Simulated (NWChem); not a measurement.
System: C4H4ClF; SMILES C=C=C[C@H](F)Cl

```xyz
10

C      0.3567    -3.0552     0.2674
C      0.0262    -1.8724    -0.1746
C     -0.3017    -0.6800    -0.6054
C     -0.4176     0.4928     0.3130
F     -1.6321     1.1010     0.1551
Cl     0.8657     1.7384    -0.0676
H     -0.3952    -3.7684     0.5994
H      1.3966    -3.3724     0.3162
H     -0.5026    -0.4869    -1.6578
H     -0.2773     0.2304     1.3620
```
Atoms are numbered in this order, from 1.

Level: B3LYP/6-31G* (spherical d) (NWChem), optimised geometry, unscaled harmonic frequencies. 

```json
[
 {"frequency (cm⁻¹)": "65", "IR intensity (km/mol)": "0.3"},
 {"frequency (cm⁻¹)": "165", "IR intensity (km/mol)": "0.4"},
 {"frequency (cm⁻¹)": "268", "IR intensity (km/mol)": "3.8"},
 {"frequency (cm⁻¹)": "351", "IR intensity (km/mol)": "5.6"},
 {"frequency (cm⁻¹)": "364", "IR intensity (km/mol)": "3.2"},
 {"frequency (cm⁻¹)": "440", "IR intensity (km/mol)": "20.8"},
 {"frequency (cm⁻¹)": "516", "IR intensity (km/mol)": "12.6"},
 {"frequency (cm⁻¹)": "607", "IR intensity (km/mol)": "9.0"},
 {"frequency (cm⁻¹)": "753", "IR intensity (km/mol)": "160.8"},
 {"frequency (cm⁻¹)": "886", "IR intensity (km/mol)": "52.7"},
 {"frequency (cm⁻¹)": "901", "IR intensity (km/mol)": "31.7"},
 {"frequency (cm⁻¹)": "1028", "IR intensity (km/mol)": "0.0"},
 {"frequency (cm⁻¹)": "1061", "IR intensity (km/mol)": "41.0"},
 {"frequency (cm⁻¹)": "1103", "IR intensity (km/mol)": "154.6"},
 {"frequency (cm⁻¹)": "1158", "IR intensity (km/mol)": "28.9"},
 {"frequency (cm⁻¹)": "1265", "IR intensity (km/mol)": "35.6"},
 {"frequency (cm⁻¹)": "1331", "IR intensity (km/mol)": "16.9"},
 {"frequency (cm⁻¹)": "1417", "IR intensity (km/mol)": "29.4"},
 {"frequency (cm⁻¹)": "1501", "IR intensity (km/mol)": "4.5"},
 {"frequency (cm⁻¹)": "2077", "IR intensity (km/mol)": "63.7"},
 {"frequency (cm⁻¹)": "3149", "IR intensity (km/mol)": "11.1"},
 {"frequency (cm⁻¹)": "3151", "IR intensity (km/mol)": "0.8"},
 {"frequency (cm⁻¹)": "3182", "IR intensity (km/mol)": "0.8"},
 {"frequency (cm⁻¹)": "3224", "IR intensity (km/mol)": "0.9"}
]
```

```yaml
zero_point_energy: 42.8 kcal/mol
thermal correction to the enthalpy at 298.15 K (with zero-point energy): 47.4 kcal/mol
heat capacity Cv: 21.7 cal/(mol K)
entropy at 298.15 K and 1 atm (symmetry number 1): 81.1 cal/(mol K)
dipole_moment: 2.80 D
```

Rigid rotor and harmonic oscillator; modes under 100 cm⁻¹ make the entropy uncertain.
